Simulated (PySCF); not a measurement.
# Mg⁺ (magnesium, charge +1) across methods

[Ne] 3s1, 2S determinant. All numbers are calculated (PySCF 2.14, no relativity, point nucleus, in aug-cc-pCVTZ). The B2PLYP total includes its PT2 part (frozen core); its orbital energies are those of the SCF part.

| method | E (hartree) | mean ε 2p α (eV) | mean ε 2p β (eV) | mean ε 3s α (eV) | Σ⟨r²⟩ (bohr²) | ⟨S²⟩ |
| --- | --- | --- | --- | --- | --- | --- |
| LDA | -198.8524 | -55.757 | -55.602 | -11.982 | 13.62 | 0.750 |
| wB97X-V | -199.7587 | -61.980 | -61.855 | -14.629 | 13.85 | 0.750 |
| PBEsol | -199.2377 | -55.558 | -55.400 | -11.864 | 13.72 | 0.750 |
| PBE0 | -199.6912 | -59.767 | -59.598 | -12.705 | 13.74 | 0.750 |
| PBE | -199.6721 | -55.669 | -55.498 | -11.896 | 13.72 | 0.750 |
| r2SCANh | -199.7685 | -58.569 | -58.439 | -12.355 | 13.72 | 0.750 |
| r2SCAN | -199.7706 | -57.101 | -56.974 | -12.054 | 13.72 | 0.750 |
| B2PLYP | -199.6855 | -63.965 | -63.808 | -13.462 | 13.73 | 0.750 |
| UHF | -199.37057 | -70.917 | -70.747 | -14.737 | 14.01 | 0.750 |
